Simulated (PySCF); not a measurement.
BrO₃Re, multiplicity 1. Atoms are numbered in the order given.

```xyz
5

Re     0.0000     0.0000     0.5265
O     -1.3899     0.8025     1.0985
O      1.3899     0.8025     1.0985
O      0.0000    -1.6050     1.0985
Br     0.0000     0.0000    -1.8815
```
Charge 0, spin multiplicity 1.

Geometry optimised at B3LYP-D3(BJ)/def2-SVP. The multiplicity is an assumed one; other spin states were not compared. The def2 effective core potentials stand for the cores of Re; spin–orbit coupling is left out.

These are PBE/def2-TZVP (PySCF) values and carry that method's errors.

ESP charges are fitted to the potential on shells at 1.4 to 2.0 van der Waals radii. Atomic charges (e):

```tsv
atom	Mulliken	ESP fit	Löwdin
Re1	1.29	___	0.54
O2	-0.36	___	-0.23
O3	-0.36	___	-0.23
O4	-0.36	___	-0.23
Br5	-0.20	___	0.15
```

Question: Fill in the missing entries. (Estimate from the structure and the level; the computed values follow.)

Answer: 
- Re1, ESP fit: 0.74
- O2, ESP fit: -0.25
- O3, ESP fit: -0.25
- O4, ESP fit: -0.25
- Br5, ESP fit: -0.01
